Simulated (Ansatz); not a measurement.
In10As11H28⁺, a nanocrystal cut from wurtzite InAs (hydrogen-capped). The state is a singlet with charge 1. Geometry PBE-D4/def2-SVP, basis def2-TZVP, Ansatz.

Cartesian coordinates in Å:
```
As 3.411 -0.604 2.844
In 4.198 -3.215 2.175
As 0.783 3.138 2.590
In 1.408 4.983 0.689
In 1.269 0.653 1.852
As 1.544 0.359 -0.788
As 2.060 -3.521 0.492
In 2.188 -2.098 -1.762
As -0.573 4.041 -1.055
In -0.534 1.524 -1.946
As -0.207 1.262 -4.579
As 0.105 -2.484 -3.400
In 0.259 -1.225 -5.822
In -1.336 3.329 4.299
As -0.765 -1.014 2.306
In -0.240 -3.606 1.809
As -3.141 2.367 2.410
In -3.130 -0.123 1.412
As -2.555 -0.014 -1.210
As -2.068 -3.972 -0.172
In -2.352 -2.439 -2.391
H 4.539 0.402 2.625
H 3.293 -0.403 4.353
H 5.601 -2.944 1.206
H 3.838 -4.100 3.615
H 1.969 3.297 3.545
H 2.811 4.432 -0.166
H 0.823 6.523 1.205
H 2.685 1.313 -1.140
H 2.188 -4.962 -0.006
H 3.732 -2.091 -2.555
H -0.690 4.868 -2.333
H -2.007 4.261 -0.579
H 0.878 2.294 -4.880
H -1.368 2.051 -5.181
H 0.228 -3.965 -3.763
H 1.923 -1.093 -6.261
H -1.228 -1.505 -6.655
H -1.730 5.001 4.473
H -1.237 1.977 5.378
H -0.937 -0.942 3.823
H -0.449 -4.692 3.141
H -3.258 3.286 1.195
H -4.575 2.564 2.897
H -4.500 -1.128 1.764
H -3.774 0.629 -1.871
H -1.924 -5.409 -0.669
H -3.445 -4.144 0.468
H -3.709 -2.861 -3.382
```

```tsv
run	HOMO (eV)	LUMO (eV)
A	-8.95	-4.76
B	-8.46	-5.08
C	-8.24	-5.23
D	-9.14	-4.53
```

In the def2 sets In takes a core potential; there is no spin–orbit coupling. B3LYP takes the VWN-RPA correlation. Single mean-field runs in def2-TZVP are fitted with def2-universal-jkfit.

The runs used B3LYP, PBE, PBE0, r2SCAN. Estimate which is which.

A B3LYP (20 % exact exchange); B r2SCAN (0 % exact exchange); C PBE (0 % exact exchange); D PBE0 (25 % exact exchange). Exact exchange lowers occupied and raises empty levels; among semilocal functionals meta-GGAs tend to open the gap a little, and such runs are hard to tell apart. The gap grows from 3.01 eV (PBE) to 4.60 eV (PBE0).
